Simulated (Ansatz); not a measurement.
Gas-phase electronic energies from Ansatz, PBE0-D4/def2-TZVP geometries. CCSD(T)/CBS is the MP2 limit (def2-TZVPP, def2-QZVPP) plus CCSD(T) − MP2 in def2-TZVPP, frozen cores. This one scheme is used for every species. DFT in def2-TZVPP. B3LYP here is the variant with VWN-RPA as its local correlation; programs differ in this. HSE06 is defined as in plane-wave codes. For Ge outer-core shells are correlated without core-valence functions, which leaves a few kJ/mol of doubt a bond. Scalar relativity is left out up to krypton. Each species was taken in one conformer, which may not be the lowest.

`C=CC[NH][GeH3]` + BH₃ → `BC[NH][GeH3]` + `C=C`  (formal exchange of groups at a C–C bond)

(1) Is it downhill or uphill in electronic energy at CCSD(T)/CBS, and by how much? (Estimate.)

(2) What do these levels give: revPBE-D4, B97M-V, ωB97X-V, PBE, B3LYP, HSE06, RPA@PBE/def2-TZVPP, SCS-MP2/def2-TZVPP, CCSD(T)/def2-TZVPP, MP2/def2-QZVPP, SCS-MP2/def2-QZVPP, CCSD/CBS(def2)? (Best estimate.)

Largest T1 diagnostic among the species: 0.012.

Results:

(1) Ansatz gave: Downhill: ΔE = -4.7 kcal/mol.

(2) Ansatz gave: revPBE-D4 -8.0, B97M-V -7.9, ωB97X-V -4.7, PBE -10.5, B3LYP -6.8, HSE06 -8.3, RPA@PBE/def2-TZVPP -2.5, SCS-MP2/def2-TZVPP -2.3, CCSD(T)/def2-TZVPP -4.1, MP2/def2-QZVPP -4.0, SCS-MP2/def2-QZVPP -2.7, CCSD/CBS(def2) -3.9 kcal/mol.

Leaving LDA and LC-ωPBE aside and taking each functional with its dispersion term where it has one, the values, not all of them listed here, spread over 6.3 kcal/mol, from PBE-D4 to BHLYP-D4. LDA lies −2.8 kcal/mol from PBE without D4. From r2SCAN to r2SCAN0 (25 % exact exchange), in def2-TZVPP and without D4, ΔE moves by +1.4 kcal/mol.
